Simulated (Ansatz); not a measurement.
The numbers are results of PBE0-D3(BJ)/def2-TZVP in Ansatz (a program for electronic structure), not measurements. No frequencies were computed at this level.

Ansatz 0.2 input:
```yaml
crystal:
  periodic: [false, false, false]
  atoms:
    - { symbol: O, position_ang: [-0.767743, -1.217796, -0.277725] }
    - { symbol: C, position_ang: [-1.530351, -0.050153, -0.081011] }
    - { symbol: C, position_ang: [-0.639486, 1.152382, -0.155601] }
    - { symbol: C, position_ang: [0.678584, 1.087354, -0.069486] }
    - { symbol: Si, position_ang: [1.677939, -0.491326, 0.182857] }
    - { symbol: H, position_ang: [-1.207946, -1.977174, 0.113026] }
    - { symbol: H, position_ang: [-2.313693, 0.020814, -0.852702] }
    - { symbol: H, position_ang: [-2.030223, -0.061765, 0.900237] }
    - { symbol: H, position_ang: [-1.172838, 2.088268, -0.278322] }
    - { symbol: H, position_ang: [1.228547, 2.016758, -0.133828] }
    - { symbol: H, position_ang: [1.29708, -1.19213, 1.413064] }
    - { symbol: H, position_ang: [3.055985, -0.008238, 0.404811] }
    - { symbol: H, position_ang: [1.709483, -1.357239, -0.990609] }
basis:
  gaussian: { orbitals: def2-tzvp }
hamiltonian:
  xc: pbe0
  dispersion: d3bj
relax:
  max_steps: 150
```

Output:

```
[...]
reference -13157.84428140 eV, -483.5418586343 hartree; 24, 24 occupied and 185, 185 virtual orbitals, 1311 factors
relax step  17: F+E_penalty+E_count = -13158.09212030 eV  Δ(F+E_penalty+E_count) = +4.354e-5 eV  max|allowed force component| = 1.530e-1 eV/Å  Δτ_max = 0.0264 Å  (32 SCF iters, rejected (line search))
these checks for a lower state are left out or cut short: starts, cluster_reference, orbital_swaps, neighbouring_geometries, increment
1311 factors; their error is unknown
mean field -13157.84481438 eV, -483.5418782211 hartree, gradient 1.3e-5 eV, S^2 0.000000; 0 other end points of the search recorded, 0 dependent functions left out
reference -13157.84484845 eV, -483.5418794730 hartree; 24, 24 occupied and 185, 185 virtual orbitals, 1311 factors
relax step  18: F+E_penalty+E_count = -13158.09265620 eV  Δ(F+E_penalty+E_count) = -4.924e-4 eV  max|allowed force component| = 4.339e-2 eV/Å  Δτ_max = 0.0129 Å  (33 SCF iters, accepted)
these checks for a lower state are left out or cut short: starts, cluster_reference, orbital_swaps, neighbouring_geometries, increment
1311 factors; their error is unknown
mean field -13157.84535185 eV, -483.5418979725 hartree, gradient 1.3e-5 eV, S^2 0.000000; 0 other end points of the search recorded, 0 dependent functions left out
reference -13157.84538587 eV, -483.5418992227 hartree; 24, 24 occupied and 185, 185 virtual orbitals, 1311 factors
relax step  19: F+E_penalty+E_count = -13158.09332707 eV  Δ(F+E_penalty+E_count) = -6.709e-4 eV  max|allowed force component| = 4.420e-2 eV/Å  Δτ_max = 0.0375 Å  (32 SCF iters, accepted)
these checks for a lower state are left out or cut short: starts, cluster_reference, orbital_swaps, neighbouring_geometries, increment
1311 factors; their error is unknown
mean field -13157.84626149 eV, -483.5419314013 hartree, gradient 1.3e-5 eV, S^2 0.000000; 0 other end points of the search recorded, 0 dependent functions left out
reference -13157.84629544 eV, -483.5419326488 hartree; 24, 24 occupied and 185, 185 virtual orbitals, 1311 factors
relax step  20: F+E_penalty+E_count = -13158.09450318 eV  Δ(F+E_penalty+E_count) = -1.176e-3 eV  max|allowed force component| = 1.166e-1 eV/Å  Δτ_max = 0.0561 Å  (31 SCF iters, accepted)
these checks for a lower state are left out or cut short: starts, cluster_reference, orbital_swaps, neighbouring_geometries, increment
1311 factors; their error is unknown
mean field -13157.84765807 eV, -483.5419827245 hartree, gradient 1.3e-5 eV, S^2 0.000000; 0 other end points of the search recorded, 0 dependent functions left out
reference -13157.84769192 eV, -483.5419839684 hartree; 24, 24 occupied and 185, 185 virtual orbitals, 1311 factors
relax step  21: F+E_penalty+E_count = -13158.09634157 eV  Δ(F+E_penalty+E_count) = -1.838e-3 eV  max|allowed force component| = 2.331e-1 eV/Å  Δτ_max = 0.0824 Å  (31 SCF iters, accepted)
these checks for a lower state are left out or cut short: starts, cluster_reference, orbital_swaps, neighbouring_geometries, increment
1311 factors; their error is unknown
mean field evaluation 160: about -13157.8184 eV, gradient 5.7e-2 eV
mean field -13157.84714602 eV, -483.5419639073 hartree, gradient 1.3e-5 eV, S^2 0.000000; 0 other end points of the search recorded, 0 dependent functions left out
reference -13157.84717979 eV, -483.5419651483 hartree; 24, 24 occupied and 185, 185 virtual orbitals, 1311 factors
relax step  22: F+E_penalty+E_count = -13158.09641986 eV  Δ(F+E_penalty+E_count) = -7.828e-5 eV  max|allowed force component| = 5.862e-1 eV/Å  Δτ_max = 0.1135 Å  (31 SCF iters, accepted)
these checks for a lower state are left out or cut short: starts, cluster_reference, orbital_swaps, neighbouring_geometries, increment
1311 factors; their error is unknown
mean field -13157.79345503 eV, -483.5399907997 hartree, gradient 9.3e-6 eV, S^2 0.000000; 0 other end points of the search recorded, 0 dependent functions left out
reference -13157.79348869 eV, -483.5399920367 hartree; 24, 24 occupied and 185, 185 virtual orbitals, 1311 factors
relax step  23: F+E_penalty+E_count = -13158.04423903 eV  Δ(F+E_penalty+E_count) = +5.218e-2 eV  max|allowed force component| = 9.728e-1 eV/Å  Δτ_max = 0.1898 Å  (30 SCF iters, rejected (line search))
these checks for a lower state are left out or cut short: starts, cluster_reference, orbital_swaps, neighbouring_geometries, increment
1311 factors; their error is unknown
mean field -13157.85919955 eV, -483.5424068661 hartree, gradient 1.3e-5 eV, S^2 0.000000; 0 other end points of the search recorded, 0 dependent functions left out
reference -13157.85923329 eV, -483.5424081060 hartree; 24, 24 occupied and 185, 185 virtual orbitals, 1311 factors
relax step  24: F+E_penalty+E_count = -13158.10845885 eV  Δ(F+E_penalty+E_count) = -1.204e-2 eV  max|allowed force component| = 1.509e-1 eV/Å  Δτ_max = 0.0949 Å  (31 SCF iters, accepted)
these checks for a lower state are left out or cut short: starts, cluster_reference, orbital_swaps, neighbouring_geometries, increment
1311 factors; their error is unknown
mean field -13157.86478278 eV, -483.5426120459 hartree, gradient 1.3e-5 eV, S^2 0.000000; 0 other end points of the search recorded, 0 dependent functions left out
reference -13157.86481658 eV, -483.5426132883 hartree; 24, 24 occupied and 185, 185 virtual orbitals, 1311 factors
relax step  25: F+E_penalty+E_count = -13158.11444247 eV  Δ(F+E_penalty+E_count) = -5.984e-3 eV  max|allowed force component| = 2.018e-1 eV/Å  Δτ_max = 0.0949 Å  (31 SCF iters, accepted)
these checks for a lower state are left out or cut short: starts, cluster_reference, orbital_swaps, neighbouring_geometries, increment
1311 factors; their error is unknown
mean field evaluation 192: about -13157.8601 eV, gradient 1.5e-5 eV
mean field -13157.86010824 eV, -483.5424402600 hartree, gradient 1.5e-5 eV, S^2 0.000000; 0 other end points of the search recorded, 0 dependent functions left out
reference -13157.86014204 eV, -483.5424415020 hartree; 24, 24 occupied and 185, 185 virtual orbitals, 1311 factors
relax step  26: F+E_penalty+E_count = -13158.11016044 eV  Δ(F+E_penalty+E_count) = +4.282e-3 eV  max|allowed force component| = 1.026e0 eV/Å  Δτ_max = 0.1390 Å  (30 SCF iters, rejected (line search))
these checks for a lower state are left out or cut short: starts, cluster_reference, orbital_swaps, neighbouring_geometries, increment
1311 factors; their error is unknown
mean field -13157.86914525 eV, -483.5427723639 hartree, gradient 1.3e-5 eV, S^2 0.000000; 0 other end points of the search recorded, 0 dependent functions left out
reference -13157.86917907 eV, -483.5427736068 hartree; 24, 24 occupied and 185, 185 virtual orbitals, 1311 factors
relax step  27: F+E_penalty+E_count = -13158.11899606 eV  Δ(F+E_penalty+E_count) = -4.554e-3 eV  max|allowed force component| = 1.351e-1 eV/Å  Δτ_max = 0.0695 Å  (31 SCF iters, accepted)
these checks for a lower state are left out or cut short: starts, cluster_reference, orbital_swaps, neighbouring_geometries, increment
1311 factors; their error is unknown
mean field -13157.87194183 eV, -483.5428751362 hartree, gradient 1.3e-5 eV, S^2 0.000000; 0 other end points of the search recorded, 0 dependent functions left out
reference -13157.87197566 eV, -483.5428763797 hartree; 24, 24 occupied and 185, 185 virtual orbitals, 1311 factors
relax step  28: F+E_penalty+E_count = -13158.12199820 eV  Δ(F+E_penalty+E_count) = -3.002e-3 eV  max|allowed force component| = 9.390e-2 eV/Å  Δτ_max = 0.0684 Å  (31 SCF iters, accepted)
these checks for a lower state are left out or cut short: starts, cluster_reference, orbital_swaps, neighbouring_geometries, increment
1311 factors; their error is unknown
mean field -13157.87189835 eV, -483.5428735383 hartree, gradient 1.3e-5 eV, S^2 0.000000; 0 other end points of the search recorded, 0 dependent functions left out
reference -13157.87193217 eV, -483.5428747813 hartree; 24, 24 occupied and 185, 185 virtual orbitals, 1311 factors
relax step  29: F+E_penalty+E_count = -13158.12209449 eV  Δ(F+E_penalty+E_count) = -9.629e-5 eV  max|allowed force component| = 3.789e-1 eV/Å  Δτ_max = 0.0878 Å  (31 SCF iters, accepted)
these checks for a lower state are left out or cut short: starts, cluster_reference, orbital_swaps, neighbouring_geometries, increment
1311 factors; their error is unknown
mean field -13157.87441984 eV, -483.5429662017 hartree, gradient 1.3e-5 eV, S^2 0.000000; 0 other end points of the search recorded, 0 dependent functions left out
reference -13157.87445368 eV, -483.5429674451 hartree; 24, 24 occupied and 185, 185 virtual orbitals, 1311 factors
relax step  30: F+E_penalty+E_count = -13158.12454280 eV  Δ(F+E_penalty+E_count) = -2.448e-3 eV  max|allowed force component| = 1.709e-1 eV/Å  Δτ_max = 0.0226 Å  (32 SCF iters, accepted)
these checks for a lower state are left out or cut short: starts, cluster_reference, orbital_swaps, neighbouring_geometries, increment
1311 factors; their error is unknown
mean field evaluation 224: about -13157.8746 eV, gradient 5.0e-1 eV
mean field -13157.87491221 eV, -483.5429842958 hartree, gradient 1.2e-5 eV, S^2 0.000000; 0 other end points of the search recorded, 0 dependent functions left out
reference -13157.87494606 eV, -483.5429855399 hartree; 24, 24 occupied and 185, 185 virtual orbitals, 1311 factors
relax step  31: F+E_penalty+E_count = -13158.12511423 eV  Δ(F+E_penalty+E_count) = -5.714e-4 eV  max|allowed force component| = 1.222e-1 eV/Å  Δτ_max = 0.0285 Å  (32 SCF iters, accepted)
these checks for a lower state are left out or cut short: starts, cluster_reference, orbital_swaps, neighbouring_geometries, increment
1311 factors; their error is unknown
mean field -13157.87531930 eV, -483.5429992561 hartree, gradient 1.2e-5 eV, S^2 0.000000; 0 other end points of the search recorded, 0 dependent functions left out
reference -13157.87535315 eV, -483.5430005001 hartree; 24, 24 occupied and 185, 185 virtual orbitals, 1311 factors
relax step  32: F+E_penalty+E_count = -13158.12555515 eV  Δ(F+E_penalty+E_count) = -4.409e-4 eV  max|allowed force component| = 3.270e-2 eV/Å  Δτ_max = 0.0038 Å  (34 SCF iters, accepted)
these checks for a lower state are left out or cut short: starts, cluster_reference, orbital_swaps, neighbouring_geometries, increment
1311 factors; their error is unknown
mean field -13157.87542836 eV, -483.5430032640 hartree, gradient 1.2e-5 eV, S^2 0.000000; 0 other end points of the search recorded, 0 dependent functions left out
reference -13157.87546222 eV, -483.5430045082 hartree; 24, 24 occupied and 185, 185 virtual orbitals, 1311 factors
relax step  33: F+E_penalty+E_count = -13158.12571060 eV  Δ(F+E_penalty+E_count) = -1.555e-4 eV  max|allowed force component| = 1.158e-2 eV/Å  Δτ_max = 0.0114 Å  (33 SCF iters, accepted)
these checks for a lower state are left out or cut short: starts, cluster_reference, orbital_swaps, neighbouring_geometries, increment
1311 factors; their error is unknown
mean field -13157.87540459 eV, -483.5430023903 hartree, gradient 1.2e-5 eV, S^2 0.000000; 0 other end points of the search recorded, 0 dependent functions left out
reference -13157.87543846 eV, -483.5430036350 hartree; 24, 24 occupied and 185, 185 virtual orbitals, 1311 factors
relax step  34: F+E_penalty+E_count = -13158.12577104 eV  Δ(F+E_penalty+E_count) = -6.044e-5 eV  max|allowed force component| = 1.073e-2 eV/Å  Δτ_max = 0.0151 Å  (33 SCF iters, accepted)
these checks for a lower state are left out or cut short: starts, cluster_reference, orbital_swaps, neighbouring_geometries, increment
1311 factors; their error is unknown
mean field evaluation 256: about -13157.8754 eV, gradient 1.2e-5 eV
mean field -13157.87538322 eV, -483.5430016050 hartree, gradient 1.2e-5 eV, S^2 0.000000; 0 other end points of the search recorded, 0 dependent functions left out
reference -13157.87541709 eV, -483.5430028498 hartree; 24, 24 occupied and 185, 185 virtual orbitals, 1311 factors
relax step  35: F+E_penalty+E_count = -13158.12579513 eV  Δ(F+E_penalty+E_count) = -2.409e-5 eV  max|allowed force component| = 8.273e-3 eV/Å  Δτ_max = 0.0086 Å  (33 SCF iters, accepted)
1311 factors; their error is unknown
mean field -13157.87538322 eV, -483.5430016050 hartree, gradient 1.2e-5 eV, S^2 0.000000; 1 other end points of the search recorded, 0 dependent functions left out
reference -13157.87541709 eV, -483.5430028498 hartree; 24, 24 occupied and 185, 185 virtual orbitals, 1311 factors
Total energy: -13158.12582900 eV, -483.5522053179 hartree
Atom 0 at    -0.998039    -1.325557    -0.042591 Å, force     0.004865    -0.004136    -0.008266 eV/Å
Atom 1 at    -1.609410    -0.073829    -0.240288 Å, force    -0.008273    -0.000598     0.003025 eV/Å
Atom 2 at    -0.683781     1.084982    -0.073368 Å, force     0.005033     0.005209     0.000892 eV/Å
Atom 3 at     0.636606     1.011660     0.080958 Å, force    -0.002024    -0.002826    -0.003088 eV/Å
Atom 4 at     1.720371    -0.513269     0.066922 Å, force     0.001214    -0.000334    -0.003457 eV/Å
Atom 5 at    -0.829546    -1.438457     0.896722 Å, force    -0.001927     0.000615     0.007558 eV/Å
Atom 6 at    -2.003286    -0.078934    -1.263131 Å, force     0.001831    -0.000367    -0.000281 eV/Å
Atom 7 at    -2.479792     0.054548     0.419045 Å, force    -0.000176    -0.001580     0.001046 eV/Å
Atom 8 at    -1.175828     2.057573    -0.092486 Å, force     0.001069     0.001070    -0.001964 eV/Å
Atom 9 at     1.162618     1.958273     0.185724 Å, force     0.000871     0.001984     0.003624 eV/Å
Atom 10 at     1.471460    -1.427409     1.216785 Å, force    -0.000567     0.002004    -0.001877 eV/Å
Atom 11 at     3.120136    -0.022968     0.223379 Å, force    -0.002687    -0.001508     0.000091 eV/Å
Atom 12 at     1.653828    -1.276858    -1.202958 Å, force     0.000771     0.000466     0.002696 eV/Å
Dipole moment:    -0.357180     0.264696     0.178920 e Å
```

Cost: about 6 core-minutes (a rough figure).
